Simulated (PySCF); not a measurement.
[MoI4]- holds Mo(III), d3, at total charge -1. The structure is a model geometry with rigid ligands and bond lengths from ionic radii, not a minimum; coordination tetrahedral, point group Td, metal–donor distances 2.63 Å.

Method (PySCF 2.14, density fitting): CASSCF(3,5) with orbitals averaged over all microstates of the shell, strongly contracted NEVPT2 on the averaged canonical orbitals; basis x2c-TZVPall on the metal, x2c-SVPall elsewhere; spin-free X2C; gas phase; spin-orbit coupling by state interaction with the mean-field operator over all roots.

CASSCF energies above the lowest CASSCF root:

```csv
state,CASSCF / cm⁻¹
4T1,0
2E,4966
4T2,6793
2T1,9780
2T2,11177
2T1,13656
4T1,14099
4A2,14446
2A1,14526
2T2,17335
2E,17806
2T1,18105
2T2,21389
2T1,21933
2E,24516
2T2,24776
2A2,25108
2T1,27314
2E,37663
2T2,39603
```

Problem. How does dynamic correlation (SC-NEVPT2) move these states?

Solution. 
| state | NEVPT2 / cm⁻¹ | shift / cm⁻¹ |
| --- | --- | --- |
| 4T1 | 0 | 0 |
| 2E | 1747 | -3219 |
| 4T2 | 8209 | +1415 |
| 2T1 | 8563 | -1218 |
| 2T2 | 9739 | -1438 |
| 2T1 | 11619 | -2037 |
| 4T1 | 12941 | -1158 |
| 4A2 | 17006 | +2560 |
| 2A1 | 14850 | +324 |
| 2T2 | 16659 | -676 |
| 2E | 17189 | -618 |
| 2T1 | 17593 | -511 |
| 2T2 | 20094 | -1295 |
| 2T1 | 21370 | -563 |
| 2E | 24470 | -46 |
| 2T2 | 20878 | -3898 |
| 2A2 | 22029 | -3080 |
| 2T1 | 25431 | -1883 |
| 2E | 31789 | -5874 |
| 2T2 | 34272 | -5331 |

The geometry is a model, and the complex may not exist in this form. Charge-transfer states lie outside this active space and may come lower than some of these levels. The ground state is orbitally degenerate in this regular structure, which would distort (Jahn–Teller). NEVPT2 lifts 4T2 from 6793 to 8209 cm⁻¹; on the d shell alone such lifts tend to overshoot. An active orbital has only 0.71 squared overlap with the free ion's shell, so the metal shell alone is a small active space here. NEVPT2 on the d shell alone tends to put d–d bands too high for such charged or covalently bound ions.
